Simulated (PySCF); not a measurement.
**Vertical excitation energies**

C4H3ClP2.
SMILES: `c1(Cl)ccpcp1`

Computed, not measured: TDDFT B3LYP/def2-SVPD, vertical, gas phase, core orbitals frozen in the response in PySCF 2.14.0, density-fitted response routines. Geometry: GFN2-xTB; no solvent, vibrations or thermal averaging.

Task: Predict the UV-vis stick spectrum at this level.

Result: 

```json
{"state": "S1", "E (eV)": "3.97", "E (kJ/mol)": "383", "λ (nm)": "312.6", "f": "0.016", "symmetry": "A′", "main configurations (H = HOMO, L = LUMO)": "H→L+1 (47%), H→L (28%), H-2→L (21%)"}
{"state": "S2", "E (eV)": "4.04", "E (kJ/mol)": "390", "λ (nm)": "306.8", "f": "0.012", "symmetry": "A″", "main configurations (H = HOMO, L = LUMO)": "H-1→L (98%)"}
{"state": "S3", "E (eV)": "4.27", "E (kJ/mol)": "412", "λ (nm)": "290.3", "f": "0.0021", "symmetry": "A″", "main configurations (H = HOMO, L = LUMO)": "H-1→L+1 (96%)"}
{"state": "S4", "E (eV)": "4.36", "E (kJ/mol)": "421", "λ (nm)": "284.4", "f": "0.131", "symmetry": "A′", "main configurations (H = HOMO, L = LUMO)": "H→L (64%), H→L+1 (23%)"}
{"state": "S5", "E (eV)": "4.96", "E (kJ/mol)": "479", "λ (nm)": "249.8", "f": "0.0007", "symmetry": "–", "main configurations (H = HOMO, L = LUMO)": "H-3→L (96%)"}
{"state": "S6", "E (eV)": "5.19", "E (kJ/mol)": "501", "λ (nm)": "238.7", "f": "0.0080", "symmetry": "A″", "main configurations (H = HOMO, L = LUMO)": "H-3→L+1 (99%)"}
{"state": "S7", "E (eV)": "5.31", "E (kJ/mol)": "512", "λ (nm)": "233.5", "f": "0.249", "symmetry": "A′", "main configurations (H = HOMO, L = LUMO)": "H-2→L (46%), H-2→L+1 (22%), H→L+1 (21%)"}
{"state": "S8", "E (eV)": "5.48", "E (kJ/mol)": "529", "λ (nm)": "226.1", "f": "0.226", "symmetry": "A′", "main configurations (H = HOMO, L = LUMO)": "H-2→L+1 (65%), H-2→L (20%)"}
```

Triplets (Tamm–Dancoff): T1 2.75 eV, H→L (88%); T2 3.34 eV, H→L+1 (92%); T3 3.49 eV, H-1→L (94%).

The lowest singlet comes at 313 nm (383 kJ/mol) in the ultraviolet; it is weak; its leading configuration is HOMO→LUMO+1 (47%). The strongest level in the table is S7 at 5.31 eV (234 nm, f = 0.249). Löwdin shares by element: HOMO phosphorus 33%, chlorine 20%, carbon 19% or more (atoms not listed hold the other 28%); LUMO phosphorus 41%, carbon 36% or more (atoms not listed hold the other 22%). Of the 8 states listed, 5 reach f = 0.01 and none stays under 0.0005. Weighted by f, the mean energy of these states is 5.12 eV. The listed states span 1.52 eV, and the widest gap between neighbours is 0.60 eV (S4 to S5). Symmetry labels in Cs follow from the direction of the transition dipole and are given only for states with f of 0.002 or more. Singlets were solved by full linear response, triplets in the Tamm–Dancoff approximation.
